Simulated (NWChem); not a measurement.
System: WNHSF2; SMILES [NH]=[W]([F])([F])=[S]

Program: NWChem. Coordinates come from a PBE0/def2-SVP optimisation. def2 effective core potentials on W; no spin-orbit coupling. B3LYP is NWChem's, with the RPA form of VWN correlation. Total energies of different functionals are on different scales.

```tsv
level	energy (Ha)	highest occupied level (eV)	orbital gap (eV)	dipole (D)
B3LYP/def2-SVP	-720.2149	-7.57	4.90	1.79
PBE/def2-SVP	-719.8223	-6.61	3.44	1.78
LDA (Slater exchange, VWN5)/def2-SVP	-717.0367	-6.76	3.40	1.78
PW6B95/def2-SVP	-720.7732	-7.93	5.47	1.84
KT2/def2-SVP	-727.0667	-6.71	3.37	1.80
TPSSh/def2-SVP	-720.1870	-7.22	4.32	1.89
TPSS/def2-SVP	-720.2490	-6.73	3.57	1.86
Hartree-Fock/def2-SVP	-717.6093	-10.59	11.32	2.02
```
